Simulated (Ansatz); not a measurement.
A made-up structure of SiNH$_{3}$Te, closed shell:

Si1  (-0.852, 0.089, -0.658)
N2  (0.112, -0.995, 0.002)
Te3  (1.659, -0.970, 1.214)
H4  (0.049, -1.924, -0.414)
H5  (-0.782, 1.562, -0.474)
H6  (1.802, 0.682, 1.464)
(Å)

It is relaxed with PBE-D4/def2-SVP and then PBE0-D4/def2-TZVP (Ansatz 0.2.0). Atoms count as bonded within 1.22 times the sum of their covalent radii (H–H: 0.88 Å). The end point is not checked to be a true minimum.

Problem. Does its bonding change? (Judge from chemistry; the calculation decides.)

Solution. The calculation gives: No: no bond forms or breaks.

Where it ends: The first stage lowers the energy by 1.32 eV in 9 steps. It ends as SiNH₃Te ([SiH][NH][TeH]):
```xyz
6
angstrom
Si -1.0516 0.0791 -0.9369
N 0.1328 -0.8241 -0.0931
Te 1.1240 -0.5061 1.6592
H 0.3919 -1.7183 -0.4897
H -1.0813 1.2478 0.0450
H 2.4710 0.1654 0.9488
```

Labels in which every atom is bracketed show which atoms are joined, not bond orders.

For scale, one of the runs: PBE0-D4/def2-TZVP relaxation, 136 basis functions, launched by `ansatz run in.yaml --threads 2 --pin off --events-out ev --progress --plain --max-ram 4352MiB`. Hardware: 2 CPU threads of an Arm Neoverse V2, shared host. Wall time about 61 s.
